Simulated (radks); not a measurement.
Results of a calculation; reference values are marked as such.
Spherical quantum dot in the effective-mass picture: electrons in a well V = -V0 / (1 + exp((r - R)/a)) with V0 = 4.36, R = 5.92, a = 0.19, with a point charge +1 (a donor) at the centre, all in effective atomic units (hartree* = m*/eps^2 hartree, bohr* = eps/m* bohr), one dielectric constant everywhere. Level of theory: non-relativistic Kohn-Sham, r2SCAN, spin-polarised, spherical densities, generalised Kohn-Sham scheme (a radial shooting solver with Libxc functionals). Levels are named by radial order and angular momentum (1s, 1p, 1d, 2s, ...), and open shells are averaged over m. Results are scaled to m* = 0.13 and eps = 6.9, for which hartree* = 74.3 meV and bohr* = 2.809 nm. At N = 7 the configuration is 1s2 1p(up 3, down 2). Does electron 8 go into 2s down or 1p down or 2s up?

Answer. Into 1p down. The total energies of the other choices lie higher by 6.07 meV (2s up), 6.36 meV (2s down).
